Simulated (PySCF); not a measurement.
C4H9FSi, SMILES CC1(F)C[SiH2]C1.

Coordinates come from a PBE0-D3(BJ)/def2-SVP optimisation. This is a generated structure with no PubChem entry under its InChIKey; it may be hypothetical.

Two levels are set side by side: PBE/def2-TZVP (PySCF) and CAM-B3LYP/def2-TZVP (PySCF). Same geometry, gas phase. Differences are taken from unrounded values.

```json
[
 {"quantity": "orbital gap (eV)", "CAM-B3LYP": "10.94", "PBE": "6.47", "PBE minus CAM-B3LYP": "-4.47"},
 {"quantity": "highest occupied level (eV)", "CAM-B3LYP": "-9.73", "PBE": "-6.98", "PBE minus CAM-B3LYP": "2.75"},
 {"quantity": "lowest empty level (eV)", "CAM-B3LYP": "1.21", "PBE": "-0.51", "PBE minus CAM-B3LYP": "-1.72"},
 {"quantity": "dipole moment (D)", "CAM-B3LYP": "1.54", "PBE": "1.21", "PBE minus CAM-B3LYP": "-0.33"},
 {"quantity": "mean polarisability (bohr³)", "CAM-B3LYP": "71.4", "PBE": "74.9", "PBE minus CAM-B3LYP": "3.6"}
]
```

Without exact exchange PBE keeps part of each electron's self-repulsion, which lifts occupied levels and narrows the gap. PBE's more diffuse valence density responds more strongly to a field. Differences between two approximate levels are no errors against the true value.

Rough cost on one machine, each run with all the roots and properties that it gave: CAM-B3LYP against PBE within a factor of 2.
